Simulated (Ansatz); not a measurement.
```yaml
crystal:
  periodic: [false, false, false]
  atoms:
    - {symbol: F, position_ang: [-1.929353, 1.598898, -0.129656]}
    - {symbol: C, position_ang: [-1.219427, 0.564165, 0.324319]}
    - {symbol: O, position_ang: [-0.147592, 0.889528, 1.166093]}
    - {symbol: C, position_ang: [0.163335, 0.448729, -0.110414]}
    - {symbol: F, position_ang: [0.667844, 1.362270, -0.942670]}
    - {symbol: C, position_ang: [0.927639, -0.860344, -0.211247]}
    - {symbol: F, position_ang: [0.336951, -1.789773, 0.537753]}
    - {symbol: F, position_ang: [0.952388, -1.286067, -1.470086]}
    - {symbol: F, position_ang: [2.178470, -0.711206, 0.209583]}
    - {symbol: H, position_ang: [-1.847056, -0.267199, 0.629323]}
basis:
  gaussian: {orbitals: cc-pVTZ, nuclear_model: gaussian, point_charges: [{charge: 2.00, position_ang: [5.647, -0.595, 0.880]}]}
total_charge: -1
magnetization: {spin_polarized: true, initial_magnetization: 2}
hamiltonian: {xc: {name: revPBE0}, dispersion: d3bjatm}
output: {forces: true}
```

```sh
$ ansatz run in.yaml --threads 4 --pin off --events-out ev --progress --plain --max-ram 11315MiB
```

It prints (some lines left out):

```
Error: a molecule whose nuclei and cores have a total charge of 72 cannot have a net charge of -1 together with 2 unpaired electrons
```

(1) What is wrong with this run?

## Answers

(1) The number of unpaired electrons doesn't fit the electron count. The program refused the input.
